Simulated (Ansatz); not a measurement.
Reaction (redistribution): `BCS[SiH2]C` + `F[SiH2]S[SiH2]F` → `C[SiH2]S[SiH2]F` + `BCS[SiH2]F`

Computed with Ansatz on PBE0-D4/def2-TZVP structures; ΔE is electronic, products minus reactants. CCSD(T)/CBS adds triple-zeta CCSD(T) − MP2 to the extrapolated MP2 energy (def2 sets, frozen cores). DFT in def2-TZVPP. One conformer a species, not always the lowest.

(1) Is it downhill or uphill in electronic energy at CCSD(T)/CBS, and by how much? (An estimate is asked.)

(2) What do these levels give: revPBE-D4, r2SCAN-D4, BHLYP-D4, B2PLYP, MP2/def2-SVP, MP2/def2-QZVPP? (An estimate is asked.)

(3) What do rigid-rotor, harmonic-oscillator terms from PBE0-D4/def2-TZVP frequencies (298.15 K, 1 bar) make of the CCSD(T)/CBS value? (An estimate is asked.)

Largest T1 diagnostic among the species: 0.012.

## Answers

(1) Computed: Downhill: ΔE = -6.5 kJ/mol.

(2) Ansatz gave: revPBE-D4 -8.0, r2SCAN-D4 -7.6, BHLYP-D4 -8.2, B2PLYP -7.3, MP2/def2-SVP -9.8, MP2/def2-QZVPP -6.5 kJ/mol.

(3) Ansatz gave: ΔZPE = +0.5 kJ/mol, ΔH = -6.3 kJ/mol, ΔS = 3 J/(mol·K), ΔG = -7.1 kJ/mol. Modes under 50 cm⁻¹ make the entropy rough.

At CCSD(T), def2-SVP lies −3.3 kJ/mol from the extrapolated value and def2-TZVPP −0.1 kJ/mol. Leaving LDA and LC-ωPBE aside and taking each functional with its dispersion term where it has one, the values, not all of them listed here, spread over 1.6 kJ/mol, from BLYP-D4 to PBE-QIDH.
